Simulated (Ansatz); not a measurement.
Basis-set extrapolation for C$_{2}$H$_{8}$OSi (`CO[SiH2]C`) (PBE0-D4/def2-TZVP geometry, frozen core, the Gaussian-basis code of Ansatz). Multiplicity 1, RHF reference.

|  | def2-TZVPP | def2-QZVPP |
| --- | --- | --- |
| HF | -444.307388 | -444.324534 |
| MP2 correlation | -0.719614 | -0.770745 |
| CCSD(T) correlation | -0.793056 | not run |

Energies in hartree. Use E(X) = E(∞) + A·exp(−7.88·√X) for Hartree–Fock and E(X) = E(∞) + B·X^(−2.97) for correlation, with X = 3 and 4, and add CCSD(T) minus MP2 of the smaller set to the MP2 limit.

Q: What is the CCSD(T) energy at the basis-set limit?

A: HF limit: -444.324534 + (-0.017146) × 0.13774 = -444.32690. MP2 limit: -0.770745 + (-0.051131) × 0.74074 = -0.80862. Higher-order term: -0.793056 − (-0.719614) = -0.07344. Total: -445.20896 hartree, 284.9 kJ/mol below CCSD(T)/def2-TZVPP.
